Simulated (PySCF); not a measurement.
## Which orbitals make which state

Species: C₅H₅F₃.
SMILES: `CC#CCC(F)(F)F`

Computed with TDDFT CAM-B3LYP/def2-SVPD, vertical, gas phase, core orbitals frozen in the response (PySCF 2.14.0, density-fitted response routines). Isolated species at its PBE0-D3(BJ)/def2-SVP geometry, gas phase. Torsions of this conformer, `[CH3:1][C:2]#[C:3][CH2:4][C:5]([F:6])([F:7])[F:8]`: C3–C4–C5–F6 180°.

Orbital energies (eV): HOMO-3 -13.44, HOMO-2 -12.88, HOMO-1 -9.17, HOMO -9.08, LUMO 1.11, LUMO+1 1.52, LUMO+2 2.10.

Problem. Among the lowest singlets, which states do these configurations lead, and at what energies: HOMO-1→LUMO+1, HOMO→LUMO+1, HOMO-1→LUMO, HOMO→LUMO?

Solution. 

| state | leading configuration | weight | Δε (eV) | E (eV) | E − Δε (eV) | f | other configurations |
| --- | --- | --- | --- | --- | --- | --- | --- |
| S4 | HOMO→LUMO | 0.81 | 10.18 | 7.17 | -3.02 | 0.0064 | – |
| S5 | HOMO-1→LUMO | 0.84 | 10.28 | 7.27 | -3.01 | 0.013 | – |
| S6 | HOMO→LUMO+1 | 0.67 | 10.60 | 8.09 | -2.51 | 0.0010 | H→L+2 (22%) |
| S7 | HOMO-1→LUMO+1 | 0.74 | 10.70 | 8.18 | -2.52 | 0.035 | H-1→L+2 (14%) |

E − Δε runs from -3.02 to -2.51 eV. Among themselves, these states come in the order of their orbital differences. Δε is the difference of the two orbital energies.

H and L stand for HOMO and LUMO. The other states: S1 6.42 eV, f 0.0001, H→L+2 (54%), H→L+1 (17%), H→L (9%); S2 6.75 eV, f 0.0022, H→L+3 (39%), H-1→L+2 (30%), H-1→L+1 (10%); S3 6.84 eV, f 0.0003, H-1→L+3 (74%); S8 9.04 eV, f 0.129, H→L+4 (50%), H-1→L+4 (11%), H→L+5 (8%); S9 9.05 eV, f 0.268, H-1→L+4 (30%), H→L+4 (22%), H→L+3 (12%); S10 9.22 eV, f 0.197, H-1→L+4 (25%), H-1→L+5 (22%), H→L+7 (13%).

Triplets, Tamm–Dancoff:

```csv
state,E (eV),λ (nm),"main configurations (H = HOMO, L = LUMO)"
T1,5.35,231.5,"H-1→L+2 (36%), H→L+3 (32%), H-1→L+1 (9%)"
T2,5.83,212.7,"H→L+2 (44%), H-1→L+3 (23%), H→L+1 (12%)"
T3,5.87,211.2,"H→L+3 (46%), H-1→L+2 (26%)"
T4,6.56,189.0,"H-1→L+3 (58%), H→L+2 (16%)"
```

Summed over the main configurations (up to three a state, each over 8%) of all 10 singlets, the electron leaves HOMO with weight 3.93 and HOMO-1 with weight 3.75.

All these states lie below the vertical ionisation energy of 10.06 eV (ΔSCF).
